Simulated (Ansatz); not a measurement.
Reaction (redistribution): `F[SiH2]N[SiH2][SiH3]` + `BOCF` → `BO[SiH2]F` + `FCN[SiH2][SiH3]`

Program: Ansatz. Geometries: PBE0-D4/def2-TZVP. ΔE: electronic, gas phase. CCSD(T)/CBS is the MP2 limit (def2-TZVPP, def2-QZVPP) plus CCSD(T) − MP2 in def2-TZVPP, frozen cores. Functionals use def2-TZVPP. One conformer a species, not always the lowest.

`F[SiH2]N[SiH2][SiH3]`:

Z-matrix (Å, degrees):
```
Si
N 1 1.706
F 1 1.602 2 112.5
H 1 1.478 2 108.9 3 -117.7
H 1 1.480 2 109.2 3 117.5
Si 2 1.740 1 127.7 3 84.7
H 2 1.011 1 115.7 3 -86.3
Si 6 2.344 2 111.8 1 -113.6
H 6 1.491 2 110.7 1 124.5
H 6 1.487 2 106.1 1 6.9
H 8 1.489 6 110.7 2 -175.4
H 8 1.487 6 110.6 2 63.6
H 8 1.490 6 109.6 2 -55.9
```

`BOCF`:

Cartesian coordinates in Å:
```
B 0.413 -0.867 0.950
O -0.177 -0.674 -0.248
C -0.289 0.596 -0.800
F -1.563 1.045 -0.616
H 0.896 0.065 1.533
H 0.433 -1.985 1.367
H 0.394 1.299 -0.312
H -0.107 0.522 -1.874
```

`BO[SiH2]F`:

Cartesian coordinates in Å:
```
B -0.003 -0.901 1.282
O -0.624 -0.294 0.245
Si -0.067 0.630 -0.991
F -0.502 2.133 -0.711
H -0.679 -1.497 2.070
H 1.193 -0.834 1.383
H 1.410 0.580 -1.049
H -0.729 0.183 -2.230
```

`FCN[SiH2][SiH3]`:

```xyz
13

F     1.660   -1.053   -0.968
C     0.356   -1.519   -1.206
N    -0.504   -1.299   -0.119
Si   -1.093    0.289    0.293
Si    0.568    1.795    0.985
H     0.454   -2.584   -1.429
H     0.001   -0.980   -2.088
H    -0.369   -1.951    0.639
H    -2.088    0.091    1.381
H    -1.774    0.826   -0.918
H    -0.056    3.061    1.463
H     1.489    2.115   -0.137
H     1.355    1.208    2.104
```

Is it downhill or uphill in electronic energy at CCSD(T)/CBS, and by how much? (An estimate is asked.)

Ansatz gave: Downhill: ΔE = -0.44 eV.

What do these levels give: PBE-D4, r2SCAN-D4, PBE0-D4, B2PLYP, PBE0, HF/def2-TZVPP, MP2/def2-TZVPP, CCSD(T)/def2-TZVPP, MP2/def2-QZVPP, SCS-MP2/def2-QZVPP, HF/CBS(def2), CCSD/CBS(def2)? (An estimate is asked.)

Ansatz gave: PBE-D4 -0.40, r2SCAN-D4 -0.44, PBE0-D4 -0.40, B2PLYP -0.45, PBE0 -0.41, HF/def2-TZVPP -0.47, MP2/def2-TZVPP -0.45, CCSD(T)/def2-TZVPP -0.42, MP2/def2-QZVPP -0.46, SCS-MP2/def2-QZVPP -0.46, HF/CBS(def2) -0.48, CCSD/CBS(def2) -0.45 eV.

Largest T1 diagnostic among the species: 0.013.
